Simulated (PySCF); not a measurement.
CH₅BO₂, SMILES `CB(O)O` (O–B–O–H torsion 180°, O–B–O–H torsion 0°), neutral singlet in the gas phase. 

Z-matrix (Å, degrees):
```
B
O 1 1.3618
H 2 0.9619 1 111.74
O 1 1.3724 2 116.92 3 0.09
H 4 0.9583 1 113.42 2 179.97
C 1 1.5709 2 119.88 3 -179.70
H 6 1.0902 1 111.92 2 -3.29
H 6 1.0946 7 108.09 1 122.98
H 6 1.0950 7 107.86 8 114.83
```
Charge 0, spin multiplicity 1.

All levels are single points at this geometry (PBE0-D4/def2-TZVP); Pople sets use spherical d functions. Orbital energies aren't observables, and empty levels follow the basis.

| level | HOMO (eV) | LUMO (eV) | gap (eV) | dipole (D) | vertical IE, Delta-SCF (eV) |
|---|---|---|---|---|---|
| PBE0-D4/def2-TZVP in PySCF | -9.18 | 0.65 | 9.83 | 1.53 | – |
| B3LYP/3-21G in PySCF | -8.01 | 2.00 | 10.01 | 1.78 | – |
| B3LYP/6-311+G** in PySCF | -8.97 | -0.45 | 8.52 | 1.61 | – |
| PBE/6-31G* in PySCF | -6.92 | 1.01 | 7.93 | 1.53 | 10.82 |
| HF/3-21G in PySCF | -12.82 | 6.10 | 18.91 | 1.96 | – |
| HF/STO-3G in PySCF | -10.05 | 9.76 | 19.80 | 1.38 | – |
